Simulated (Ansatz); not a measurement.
C2H8O2Si2, SMILES O[Si@H]1C[SiH2]CO1.

Geometry optimised at PBE-D3(BJ)/def2-SVP. The structure was generated by enumeration; whether it is a known compound was not checked. Other conformers were not sampled.

Two levels are set side by side: PBE/def2-SVPD (Ansatz, an electronic-structure program) and ωB97X-V/def2-SVPD (Ansatz). Energy differences of separate SCF runs at the same geometry; the states with an electron removed or added have multiplicity 2 and 2. Differences are taken from unrounded values.

```csv
quantity,ωB97X-V
vertical ionisation energy (eV),10.04
vertical singlet–triplet gap (eV),7.13
```

What does PBE give, and how far is it from ωB97X-V? (Estimate from the structure and the level; the computed values follow.)


```tsv
quantity	PBE	PBE minus ωB97X-V
vertical ionisation energy (eV)	9.30	-0.74
vertical singlet–triplet gap (eV)	5.88	-1.24
```
